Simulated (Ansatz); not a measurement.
hydronium (SMILES [OH3+]) moved off its minimum; all values from Ansatz (a quantum-chemistry and plane-wave program), cores frozen in correlated methods.
(charge 1, multiplicity 1)
```xyz
4

O      0.02317     0.00939    -0.00048
H     -0.57431    -0.73648    -0.17705
H     -0.48242     0.75069    -0.17106
H      1.01423    -0.06189    -0.20127
```

Give the forces (eV/Å), the total energy and the dipole at CCSD(T)/aug-cc-pVTZ.


```tsv
atom	Fx	Fy	Fz
O1	2.100	-3.123	0.880
H2	0.643	-0.856	-0.062
H3	-1.016	3.718	-0.788
H4	-1.727	0.261	-0.029
```
Energy -76.6049 hartree.
